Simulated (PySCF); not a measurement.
C3H5Cl2F, SMILES C[C@@H](F)C(Cl)Cl.

Geometry: PBE0-D3(BJ)/def2-SVP. The structure was generated by enumeration; whether it is a known compound was not checked. The values are those of a single conformer.

Two levels are set side by side: TDDFT-PBE/def2-SVPD (PySCF) and TDDFT-PBE0/def2-SVPD (PySCF). Vertical, same geometry. The lowest singlet is HOMO→LUMO 96 % with PBE and HOMO→LUMO 90 % with the other functional; states are paired by order. Differences are taken from unrounded values.

```json
[
 {"quantity": "lowest singlet excitation (eV)", "TDDFT-PBE0": "6.91", "TDDFT-PBE": "6.25", "TDDFT-PBE minus TDDFT-PBE0": "-0.66"},
 {"quantity": "lowest triplet excitation (TDA) (eV)", "TDDFT-PBE0": "6.27", "TDDFT-PBE": "5.83", "TDDFT-PBE minus TDDFT-PBE0": "-0.44"}
]
```

A lower first singlet is the usual sign of a functional without exact exchange. Differences between two approximate levels are no errors against the true value.

Rough cost on one machine, each run with all the roots and properties that it gave: TDDFT-PBE0 against TDDFT-PBE about 4 times.
